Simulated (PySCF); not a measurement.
Species: Zr(NH2)2Cl2 (singlet state).
Structure used (PBE0-D3(BJ)/def2-SVP), in Å, numbered top down from 1:
```
atom  x, y, z in Å
Zr1   -0.567   -0.031   -0.339
N2    -0.360    0.175    1.647
H3     0.364    0.715    2.118
H4    -1.001   -0.191    2.350
N5     1.298   -0.118   -1.077
H6     2.087   -0.602   -0.652
H7     1.588    0.247   -1.982
Cl8   -1.610    1.823   -1.372
Cl9   -1.800   -2.017   -0.693
```

Computed with PBE0-D3(BJ)/def2-SVP geometry optimisation, gas phase, def2 core potentials past Kr in PySCF.

Task: Which atoms are bound to Zr1, and at what distances?

Result: 4 atoms: N5 2.007 Å, N2 2.008 Å, Cl9 2.364 Å, Cl8 2.364 Å. The nearest atom not counted as bound is H7, at 2.72 Å (others tie with it).

Task: List the angles at Zr1.

Result: 
| angle | degrees | distance of the outer atoms (Å) |
| --- | --- | --- |
| N2–Zr1–Cl8 | 113.4 | 3.66 |
| N5–Zr1–Cl9 | 113.1 | 3.65 |
| Cl8–Zr1–Cl9 | 111.3 | 3.90 |
| N2–Zr1–Cl9 | 106.8 | 3.52 |
| N5–Zr1–Cl8 | 106.5 | 3.51 |
| N2–Zr1–N5 | 105.8 | 3.20 |

Task: What is the shape at Zr1?

Result: Distorted tetrahedral: angles from 105.8° to 113.4°; τ4 = (360° − α − β)/141° = 0.95 with α and β the two widest (0 for a square, 1 for a tetrahedron).

Task: What are the other bond lengths?

Result: N2–H3 and 3 like bonds 1.019 Å.

Task: What are the rotational constants (commonest isotopes, rigid rotor)?

Result: A = 2016, B = 1414, C = 1175 MHz: an asymmetric top.

Point group: C2 (tolerance 0.08 Å). Charge 0, singlet. No frequency check.
